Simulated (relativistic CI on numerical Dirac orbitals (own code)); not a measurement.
## Hyperfine structure of Sm¹⁵⁺, mass number 149

Method of calculation: Dirac-Coulomb-Breit CI, KLI orbitals optimised for each configuration, QED by a radiative potential, unscaled Slater integrals (own radial code, finite nucleus).

Configuration list (outside the closed core [Ar] 3d10 4s2): 4p⁶4d¹⁰4f, 4p⁶4d¹⁰5s, 4p⁶4d¹⁰5p, 4p⁶4d⁹4f², 4p⁶4d¹⁰5d, 4p⁶4d⁹5s², 4p⁶4d¹⁰6s, 4p⁶4d¹⁰5f, 4p⁶4d⁹5s5p, 4p⁶4d⁹4f5s, 4p⁶4d¹⁰6p, 4p⁵4d¹⁰4f², 4p⁶4d⁹5p², 4p⁶4d¹⁰5g, 4p⁶4d¹⁰6d, 4p⁶4d⁹5s5d. Levels of other configurations are missing.

Nuclear spin I = 7/2, μ = -0.6677 μN, Q = 0.075 b (tables of Stone and Pyykkö). The electronic factors are computed for point nuclear moments, without core polarisation or the Bohr-Weisskopf and QED corrections.

```csv
Level,E (cm⁻¹),A (MHz),B (MHz)
4p⁶4d¹⁰4f ²F°5/2,0,-263.9,106
4p⁶4d¹⁰4f ²F°7/2,6251,-143.4,121
4p⁶4d¹⁰5s ²S1/2,65977,-29150,
4p⁶4d¹⁰5p ²P°1/2,268164,-8361,
4p⁶4d¹⁰5p ²P°3/2,332037,-1197,894
4p⁶4d¹⁰5d ²D3/2,670190,-497.3,129
4p⁶4d¹⁰5d ²D5/2,682079,-202.4,165
4p⁶4d⁹4f² ⁴F3/2,1022637,-40.08,-36.3
```

Levels with J = 0, under 50 % of one LS term, or S terms without an open s electron are left out. Small factors come from cancelling terms and can be off by tens of per cent or more.

At this charge transitions that keep the count of f electrons are usually good to a few per cent. Terms inside the open d or f shell come out 10 to 20 % too wide with unscaled integrals. Levels and lines within the n = 5 or 6 shells can be off by up to 10 % or somewhat more, and those that change n by about 2 %, since core polarisation is missing. Levels that differ in their count of f electrons can be misplaced by several ten thousand cm⁻¹, since the correlation energy of f electrons is missing or only estimated; rates across such gaps can be off by orders of magnitude.

Question: Give the hyperfine levels of 4p⁶4d¹⁰4f ²F°5/2 relative to its centre of gravity.

Answer: With K = F(F + 1) − I(I + 1) − J(J + 1), E = AK/2 + B[¾K(K + 1) − I(I + 1)J(J + 1)]/[2I(2I − 1)J(2J − 1)]: F = 1: 3026, F = 2: 2468, F = 3: 1642, F = 4: 562, F = 5: -753.8, F = 6: -2283 MHz.

LS names give the leading component of a level, which can be under half, so a name can repeat, a term be missing and a line seem to break the LS rules.
